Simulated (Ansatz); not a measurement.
Ansatz results at the PBE0-D4/def2-TZVP geometry: ideal-gas entropy at 298 K and 1 bar (rigid rotor, harmonic PBE0-D4/def2-TZVP) 368 J/(mol·K); size of the dipole moment (B3LYP/def2-TZVPP) 1.83 D; HOMO energy (B3LYP/def2-TZVPP) -7.99 eV.

Each molecule was computed in one conformer, which needn't be the lowest.

Problem. Which molecule gave them?
A. `B[NH][AlH][SeH]`
B. `BCC[SiH2]Cl`
C. `C=[N][AlH][SH]`
D. `[F][AlH][CH2][GeH3]`

Solution. D. The others give `C=[N][AlH][SH]`: 335, 1.48, -6.52; `BCC[SiH2]Cl`: 368, 1.49, -8.07; `B[NH][AlH][SeH]`: 350, 1.21, -7.21.

B3LYP here is the variant with VWN-RPA as its local correlation; programs differ in this.
